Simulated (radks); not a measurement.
Species: Ba28+. Configuration: [Ar] 3d10 (the NIST ground configuration).

Method: scalar-relativistic Kohn-Sham, LB94 model potential, spin-polarised, spherical densities, finite nucleus; Fermi nuclear charge, rms radius 4.8378 fm; computed with a radial shooting solver on a logarithmic mesh with Libxc functionals.

Energy parts (hartree):
part                   energy
kinetic             8196.7881
electron-nucleus  -17674.3243
Hartree             1906.2148
(The LB94 potential has no energy functional, so no total or exchange-correlation energy is given.)

Orbitals (lengths in bohr, moments of r in powers of bohr; r(max) is where P^2 peaks; r(90%) holds 90 % of the orbital's charge):
| orbital | occ. | eigenvalue (hartree) | r(90%) | r(max) | <r> | <r^4> |
|---|---|---|---|---|---|---|
| 1s | 2 | -1411.554 | 0.0460 | 0.01642 | 0.02554 | 2.058e-06 |
| 2s | 2 | -253.2452 | 0.169 | 0.09268 | 0.1093 | 0.0003395 |
| 2p | 6 | -231.1222 | 0.156 | 0.07439 | 0.09567 | 0.0002458 |
| 3s | 2 | -79.43652 | 0.421 | 0.2641 | 0.2876 | 0.01329 |
| 3p | 6 | -72.30586 | 0.424 | 0.2576 | 0.2841 | 0.01356 |
| 3d | 10 | -62.12847 | 0.402 | 0.2105 | 0.2584 | 0.01077 |

The highest occupied level is 3d at -1690.6 eV. The density falls to 0.001 e/bohr^3 at r = 0.92 bohr. For comparison, the ionisation energy in NIST's Atomic Spectra Database is 1695 eV (theoretical). In exact Kohn-Sham theory the highest level is minus the ionisation energy, but local and semilocal functionals leave it too shallow, through self-interaction and a potential that decays too fast; potentials with the right tail come closer.
